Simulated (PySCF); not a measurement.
**C5H7OS2: g tensor and hyperfine couplings**

C5H7OS2 (doublet state).
SMILES with atom numbers: `[CH3:1][O:2][C:3]1[CH2:4][CH:5]=[C:6]([SH:7])[S:8]1` (hydrogens: H9, H10, H11 on C1; H12, H13 on C4; H14 on C5; H15 on S7)

Cartesian coordinates in Å at the GFN2-xTB level; atoms count from 1:
```
atom  x, y, z in Å
C1    -2.619    0.732   -0.290
O2    -1.804   -0.415   -0.289
C3    -0.533   -0.238    0.163
C4     0.328   -1.458    0.283
C5     1.737   -0.973    0.313
C6     1.896    0.325    0.051
S7     3.425    1.192   -0.008
S8     0.400    1.186   -0.293
H9    -2.210    1.495   -0.963
H10   -3.598    0.415   -0.643
H11   -2.704    1.159    0.714
H12    0.163   -2.158   -0.552
H13    0.074   -2.006    1.199
H14    2.557   -1.635    0.528
H15    2.884    2.386   -0.235
```

The hyperfine couplings belong to this conformer and change with its torsions.

Method used: UKS B3LYP, pcH-1 on C H O S, non-relativistic, mean-field spin-orbit, GIAO (PySCF). One conformer (not necessarily the lowest) at the GFN2-xTB geometry, without solvent, vibrations or thermal averaging. Couplings are sensitive to structure, and on GFN2-xTB geometries they can be far from those on DFT ones. Stability of the SCF solution: not tested.

```json
{"g1, g2, g3": "2.00170, 2.00277, 2.00722", "g_iso": "2.00390", "Form of g": "rhombic: the two nearest values differ by 19 % of g3 − g1", "⟨S²⟩": "0.7542 (exact 0.7500)", "HOMO–LUMO gap, α and β orbitals": "3.77, 4.82 eV", "Total energy": "-1066.28511 Eh"}
```

Isotropic coupling and dipolar principal values T1 to T3, in G; ρ(0) is the spin density at the nucleus (MHz turned into gauss with g_iso; 10 G = 1 mT):

```json
{"atom": "C1", "isotope": "13C", "a_iso": "3.1", "of which spin–orbit": "0.0", "T1": "-0.7", "T2": "-0.3", "T3": "1.0", "Mulliken spin population": "-0.01", "ρ(0) (bohr⁻³)": "0.0077"}
{"atom": "O2", "isotope": "17O", "a_iso": "-4.7", "of which spin–orbit": "0.0", "T1": "-17.1", "T2": "8.1", "T3": "9.0", "Mulliken spin population": "0.08", "ρ(0) (bohr⁻³)": "0.0219"}
{"atom": "C3", "isotope": "13C", "a_iso": "77.9", "of which spin–orbit": "0.1", "T1": "-25.0", "T2": "-24.2", "T3": "49.2", "Mulliken spin population": "0.75", "ρ(0) (bohr⁻³)": "0.1942"}
{"atom": "C4", "isotope": "13C", "a_iso": "-4.8", "of which spin–orbit": "0.0", "T1": "-0.9", "T2": "-0.3", "T3": "1.3", "Mulliken spin population": "-0.06", "ρ(0) (bohr⁻³)": "-0.0119"}
{"atom": "C5", "isotope": "13C", "a_iso": "1.4", "of which spin–orbit": "0.0", "T1": "-1.3", "T2": "-0.4", "T3": "1.7", "Mulliken spin population": "0.04", "ρ(0) (bohr⁻³)": "0.0034"}
{"atom": "C6", "isotope": "13C", "a_iso": "-1.7", "of which spin–orbit": "0.0", "T1": "-1.3", "T2": "0.4", "T3": "0.9", "Mulliken spin population": "-0.02", "ρ(0) (bohr⁻³)": "-0.0043"}
{"atom": "S7", "isotope": "33S", "a_iso": "0.1", "of which spin–orbit": "0.0", "T1": "-0.2", "T2": "-0.1", "T3": "0.3", "Mulliken spin population": "0.00", "ρ(0) (bohr⁻³)": "0.0008"}
{"atom": "S8", "isotope": "33S", "a_iso": "6.1", "of which spin–orbit": "-0.1", "T1": "-6.1", "T2": "-4.4", "T3": "10.5", "Mulliken spin population": "0.10", "ρ(0) (bohr⁻³)": "0.0511"}
{"atom": "H9", "isotope": "1H", "a_iso": "2.6", "of which spin–orbit": "0.0", "T1": "-1.2", "T2": "-0.9", "T3": "2.1", "Mulliken spin population": "0.00", "ρ(0) (bohr⁻³)": "0.0016"}
{"atom": "H10", "isotope": "1H", "a_iso": "-0.7", "of which spin–orbit": "0.0", "T1": "-1.0", "T2": "-0.8", "T3": "1.8", "Mulliken spin population": "0.00", "ρ(0) (bohr⁻³)": "-0.0004"}
{"atom": "H11", "isotope": "1H", "a_iso": "3.5", "of which spin–orbit": "0.0", "T1": "-1.5", "T2": "-1.2", "T3": "2.7", "Mulliken spin population": "0.02", "ρ(0) (bohr⁻³)": "0.0022"}
{"atom": "H12", "isotope": "1H", "a_iso": "39.0", "of which spin–orbit": "0.0", "T1": "-1.3", "T2": "-0.9", "T3": "2.2", "Mulliken spin population": "0.07", "ρ(0) (bohr⁻³)": "0.0245"}
{"atom": "H13", "isotope": "1H", "a_iso": "32.5", "of which spin–orbit": "0.0", "T1": "-1.9", "T2": "-1.6", "T3": "3.4", "Mulliken spin population": "0.03", "ρ(0) (bohr⁻³)": "0.0204"}
{"atom": "H14", "isotope": "1H", "a_iso": "-1.1", "of which spin–orbit": "0.0", "T1": "-0.9", "T2": "-0.5", "T3": "1.4", "Mulliken spin population": "0.00", "ρ(0) (bohr⁻³)": "-0.0007"}
{"atom": "H15", "isotope": "1H", "a_iso": "0.0", "of which spin–orbit": "0.0", "T1": "-0.4", "T2": "-0.4", "T3": "0.8", "Mulliken spin population": "0.00", "ρ(0) (bohr⁻³)": "0.0000"}
```

Largest spin populations (Mulliken): C3 (+0.75), S8 (+0.10), O2 (+0.08) and H12 (+0.07). No atom but C3 exceeds +0.15. The angles at C3 add up to 350.1°, so it is slightly pyramidal.

Axes: g2 points within 12° of the C3–S8 bond and g3 points within 13° of the C6–S8 bond.

Under fast tumbling the dipolar parts average out, and these isotropic splittings remain: 2 × 1H (H12/H13, I = 1/2, 3 lines) with 3.58 mT, 3 × 1H (H9/H10/H11, I = 1/2, 4 lines) with 0.18 mT and 1 × 1H (H14, I = 1/2, 2 lines) with 0.11 mT.

Class means assume fast exchange of nuclei equivalent by connectivity; if that motion is slow, each nucleus keeps its own coupling. The three 1H nuclei of mean +5.1 MHz run from -1.9 to 9.9 MHz in the frozen geometry. The 1H value of +100.3 MHz is a mean of couplings from 91.3 to 109.3 MHz in this one geometry, not an average over conformers.

The 17O coupling of O2 (-13.3 MHz) shows only in satellite lines or after enrichment, since that isotope makes up about 0.038 % of natural oxygen.

The 33S coupling of S8 (17.2 MHz) shows only in satellite lines or after enrichment, since that isotope makes up about 0.76 % of natural sulfur.

β density exceeds α density at some nuclei, such as C4 (-0.0119) and C6 (-0.0043), spin density in bohr⁻³. In a single determinant that takes different orbitals for the two spins, that is spin polarisation.
